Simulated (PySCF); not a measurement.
A calculated (r2SCAN, PySCF 2.14, aug-cc-pwCVTZ-X2C, scalar relativity by spin-free X2C-1e) atom or ion has these occupied shells.

```csv
shell,electrons,orbital energy (eV),"rms radius, mean of both spins (bohr)"
1s α,1,-3537.8,0.0938
1s β,1,-3537.8,0.0938
2s α,1,-359.54,0.421
2s β,1,-359.53,0.421
2p α,3,-284.04,0.390
2p β,3,-284.02,0.390
3s α,1,-36.773,1.37
3s β,1,-36.729,1.37
3p α,3,-19.464,1.56
3p β,3,-19.411,1.56
4s α,1,-2.581,5.33
```

Q: Name the element and its charge.

A: K (potassium, neutral), in [Ar] 4s1, 2S determinant.
